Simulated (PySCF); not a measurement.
C9H9OP.
Bonds: C1–C2 (triple), C2–P3, P3–C4, C4–C5 (aromatic), C5–C6 (aromatic), C6–C7 (aromatic), C7–O8, O8–C9, C7–C10 (aromatic), C10–C11 (aromatic), C4–C11 (aromatic). Hydrogens: H12 on C1; H13 on P3; H14 on C5; H15 on C6; H16, H17, H18 on C9; H19 on C10; H20 on C11.

Probes without a nucleus sit at each ring's centroid and 1 Å off its mean plane on both sides; NICS is minus the shielding there, NICSzz its component along the normal. Level: GIAO PBE0/pcSseg-1 (PySCF, non-relativistic, gas phase) on the GFN2-xTB geometry, one conformer.

Ring bond lengths (Å), with Mayer bond orders in brackets: C4–C5 1.388 (1.42), C5–C6 1.383 (1.46), C6–C7 1.391 (1.35), C7–C10 1.396 (1.38), C10–C11 1.377 (1.49), C11–C4 1.392 (1.39).

Problem. What do the NICS probes read (ppm)?

Solution. 
```tsv
ring	type	NICS(0)	NICS(1), two faces	NICS(1)zz, two faces	rms pucker (Å)	centre to ring atoms, mean (Å)
C4–C5–C6–C7–C10–C11	6-membered carbocycle; formal bonds all aromatic	-8.8	-10.7 / -10.7	-25.8 / -25.5	0.00	1.39
```

Problem. What do they say, and how far can they be read as aromaticity?

Solution. 
- C4–C5–C6–C7–C10–C11: mean NICS(1)zz -25.7 ppm, shielded. The ring is flat and has no four-coordinate atom; by the NICS criterion it is aromatic.

Problem. How equal are the bonds by HOMA? HOMA = 1 − mean of α(R − Ropt)² over the ring bonds, with Krygowski's 1993 parameters (CC: Ropt 1.388 Å, α 257.7 Å⁻²).

Solution. 
- C4–C5–C6–C7–C10–C11: HOMA 0.99 = 1 − EN − GEO, with mean bond length 1.388 Å, EN = α(Ropt − mean)² = 0.000 and GEO = α × variance = 0.010. The geometric and the magnetic index point the same way.

Problem. What is the mean of the two in-plane components of NICS at the second NICS(1) probe listed for ring C4–C5–C6–C7–C10–C11, 1 Å off the ring?

Solution. The isotropic value is a third of the trace: (3 × -10.7 − (-25.5))/2 = -3.3 ppm.

Problem. List the ring angles and the Hirshfeld charges of the ring atoms.

Solution. 
- C4–C5–C6–C7–C10–C11: C4 118.9° (-0.063 e), C5 121.0° (-0.051 e), C6 119.9° (-0.075 e), C7 119.2° (+0.076 e), C10 120.5° (-0.067 e), C11 120.5° (-0.051 e); sum 720.0° against 720° for a flat convex ring.

On Arm Neoverse V1, one thread, no GPU, shared host with 32 logical CPUs at a one-minute load of 14, this took 53 s of wall time and 1.1 GiB of memory at its peak. This is the whole shielding run at PBE0/pcSseg-1, SCF included.

The values belong to the conformer `[CH:1]#[C:2][PH:3][c:4]1[cH:5][cH:6][c:7]([O:8][CH3:9])[cH:10][cH:11]1`: C2–P3–C4–C5 56°, C6–C7–O8–C9 1°.
